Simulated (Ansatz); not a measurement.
Z-matrix (Å, degrees):
```
C
N 1 1.449
H 1 1.096 2 112.1
H 1 1.096 2 112.1 3 121.4
H 1 1.092 2 109.8 3 -119.3
Al 2 1.758 1 129.6 3 119.3
H 2 1.010 1 112.1 3 -60.7
Cl 6 2.100 2 117.6 1 0.0
H 6 1.571 2 121.4 1 -180.0
```

The species carries charge 0 and has multiplicity 1.

(1) List the B3LYP/def2-TZVPP orbital energies in eV (Ansatz). (Estimate.)

## Answers

(1) The calculation gave: Occupied: -2761.99, -1524.66, -389.16, -277.48, -256.75, -195.73, -195.66, -195.65, -112.64, -73.36, -73.24, -73.16, -23.72, -21.88, -18.07, -13.38, -12.14, -11.73, -10.92, -9.72, -9.26, -9.00, -8.58, -6.87. Lowest empty: -0.68, -0.08, 0.70, 1.34, 2.33, 2.89, 3.05, 3.22.

B3LYP here is the variant with VWN-RPA as its local correlation; programs differ in this.
